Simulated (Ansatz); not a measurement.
Abridged output of a molecular run in Ansatz:

```
Functional definition: HF
  name "HF"
  cite "Fock, Z. Phys. 61, 126 (1930) doi:10.1007/BF01340294"
  parent pbe
  exchange = exact_x
  correlation = 0
1535 factors; integrals over basis functions are off by at most 1.0e-3 eV
mean field evaluation 1: about -67328.2929 eV, gradient 3.3e1 eV
mean field evaluation 2: about -67328.5468 eV, gradient 3.3e1 eV
mean field evaluation 4: about -67331.3875 eV, gradient 5.0e0 eV
mean field evaluation 8: about -67331.4761 eV, gradient 4.1e-1 eV
mean field evaluation 16: about -67331.4773 eV, gradient 2.6e-6 eV
mean field -67331.47733577 eV, -2474.3861531749 hartree, gradient 2.6e-6 eV, S^2 0.000000; 0 other end points of the search recorded, 0 dependent functions left out
17 core orbitals not correlated: weight in the atoms' cores, before any rotation towards them, 1.000 or more for the frozen orbitals, at most 0.000 for the correlated occupied ones
reference -67331.47733577 eV, -2474.3861531749 hartree; 19, 19 occupied and 217, 217 virtual orbitals, 1535 factors
second order -26.11808644 eV of doubles, -0.00000000 eV of singles
cycle   1  -26.00838265 eV  change    1.1e-1 eV  update   1.4e-1
cycle   2  -26.83528064 eV  change   -8.3e-1 eV  update   4.2e-2
cycle   3  -27.00854744 eV  change   -1.7e-1 eV  update   2.3e-2
cycle   4  -26.98857484 eV  change    2.0e-2 eV  update   6.0e-3
cycle   5  -26.98694416 eV  change    1.6e-3 eV  update   3.1e-3
cycle   6  -26.98821652 eV  change   -1.3e-3 eV  update   9.9e-4
cycle   7  -26.98797140 eV  change    2.5e-4 eV  update   5.7e-4
cycle   8  -26.98789946 eV  change    7.2e-5 eV  update   2.2e-4
cycle   9  -26.98800365 eV  change   -1.0e-4 eV  update   1.4e-4
cycle  10  -26.98796869 eV  change    3.5e-5 eV  update   5.4e-5
cycle  11  -26.98796127 eV  change    7.4e-6 eV  update   2.6e-5
perturbative correction -1.21684433 eV, -0.0447182042 hartree
Total energy: -67359.68214136 eV, -2475.4226606627 hartree
```

Its atoms:

Z-matrix (Å, degrees):
```
C
C 1 1.476
S 1 1.799 2 115.9
H 1 1.100 2 106.0 3 124.5
H 1 1.100 2 106.1 3 -124.5
O 2 1.218 1 124.7 3 -0.4
H 2 1.101 1 117.2 3 179.7
Ga 3 2.304 1 96.1 2 0.6
H 8 1.568 3 115.3 1 -102.8
H 8 1.568 3 115.4 1 101.6
```

Task: Which basis set was used?
A. def2-SVPD
B. cc-pV(D+d)Z
C. def2-TZVPP
D. def2-SVP

Result: C. It gives 253 functions.

Task: Write the keys of the input that set method, charge and spin (a neutral closed shell needs none for the last two).

Result: 
```yaml
correlation: {method: ccsd_t}
```
